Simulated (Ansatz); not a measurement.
Molecule: sum formula Si2H3F2, charge 0, multiplicity 2. It need not be the lowest isomer of its formula. 
Coordinates optimised at B3LYP-D3(BJ)/def2-TZVP (Ansatz, an electronic-structure program):
```
Si
F 1 1.5983
F 1 1.5983 2 107.69
H 1 1.4770 2 106.90 3 -114.57
Si 1 2.3297 4 118.12 2 122.45
H 5 1.4835 1 113.24 4 -63.41
H 5 1.4835 6 110.50 1 -128.25
```
Charge 0, spin multiplicity 2.

Parts of the frozen-core correlation energy in cc-pVTZ (Ansatz, hartree). Frozen orbitals: 12; correlated occupied orbitals by spin: 13 and 12; virtual: 145 and 146. UHF or UKS for open shells. No spin-orbit coupling. No relativistic terms.

```csv
term,value
reference (HF),-778.68877
MP2 opposite-spin,…
MP2 same-spin,…
CCSD correlation,-0.75158
(T),…
T1 diagnostic,0.014
largest doubles amplitude,0.027
<S^2> of the reference,0.760
```

**Question.** Fill in the missing entries.

**Answer.** 
- MP2 opposite-spin, value: -0.54791
- MP2 same-spin, value: -0.17298
- (T), value: -0.02280
